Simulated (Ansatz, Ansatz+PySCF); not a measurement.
```xyz
17

C    -0.0053   -0.3210   -2.5388
C     0.0020    0.5183   -1.2871
C    -0.0050   -0.3207    0.0039
C    -0.0099    0.5183    1.2776
C     0.0092   -0.3171    2.5444
H     0.0036    0.3030   -3.4437
H     0.8939   -0.9743   -2.5900
H    -0.8966   -0.9740   -2.5939
H    -0.8768    1.1947   -1.2767
H     0.8858    1.1821   -1.2671
H     0.8900   -0.9848   -0.0006
H    -0.8883   -0.9878    0.0028
H    -0.8831    1.1782    1.2802
H     0.8797    1.1839    1.2840
H     0.0032    0.3049    3.4584
H    -0.8916   -0.9721    2.6062
H     0.8935   -0.9655    2.6022
```

Basis set: def2-SVP (spherical functions). Frozen core: 5 orbitals. Charge 0, multiplicity 1.

Computed with Ansatz (development build ahead of 0.2.0); each method stands on the lowest determinant of its kind that the runs found. Restricted open shells among the atoms or ions are ROHF, correlated in semicanonical orbitals with singles.

The atomization energy at this shape (free ground-state atoms in the same class of orbitals less the molecule, no zero-point energy) of singlet C₅H₁₂:

```tsv
method	atomization energy
RHF-MP2	66.95 eV
UHF-MP2	66.91 eV
UHF	53.79 eV
```

Task: What does RHF give?

Result: 54.35 eV.
